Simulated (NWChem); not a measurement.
# Atomisation of silanone (H2OSi)

```xyz
4

Si     0.0000     0.0000    -0.4472
O      0.0000     0.0000     1.1052
H     -1.2480     0.0000    -1.2908
H      1.2480     0.0000    -1.2908
```
Charge 0, spin multiplicity 1.

The numbers come from NWChem runs, not from measurements. Structure: optimised with PBE/def2-SVP, a minimum by its harmonic frequencies.

Basis set: def2-TZVP. The atomisation energy is electronic alone: no zero-point, thermal, spin-orbit or counterpoise terms. No value is extrapolated to the basis-set limit. Free atoms are single determinants with multiplicities Si 3, O 3, H 2. Correlated methods freeze the same cores in atoms and molecule, 6 orbitals in all.

B3LYP has NWChem's definition, with VWN1-RPA local correlation. The stability of the SCF solutions was not checked. Open-shell Hartree-Fock references start from PBE0 orbitals. Coupled-cluster values serve here as a point of comparison, not as the truth.

```tsv
method	atomisation energy (kcal/mol)
HF	?
B3LYP	299.4
PBE0	?
PBE	304.5
M06-2X	299.4
TPSS	305.6
MP2	298.6
CCSD(T)	289.7
CAM-B3LYP	300.4
```

Some entries are withheld; supply them.


- HF, atomisation energy (kcal/mol): 197.4
- PBE0, atomisation energy (kcal/mol): 292.3
